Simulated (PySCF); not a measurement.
A structure optimised at PBE-D3(BJ)/def2-SVP, used in a PySCF frequency run:

```xyz
9

Ni     0.0000     0.0000     0.0000
O      1.7145     1.7145    -1.7145
C      1.0483     1.0483    -1.0483
O     -1.7145     1.7145     1.7145
C     -1.0483     1.0483     1.0483
O     -1.7145    -1.7145    -1.7145
C     -1.0483    -1.0483    -1.0483
O      1.7145    -1.7145     1.7145
C      1.0483    -1.0483     1.0483
```
Charge 0, spin multiplicity 1.

**Question.** Write its SMILES, formula and point group.

**Answer.** [O+]#[C-]->[Ni](<-[C-]#[O+])(<-[C-]#[O+])<-[C-]#[O+], C4NiO4, Td

**Question.** What are its rotational constants (standard atomic weights)?

**Answer.** 1.0488, 1.0488, 1.0488 GHz
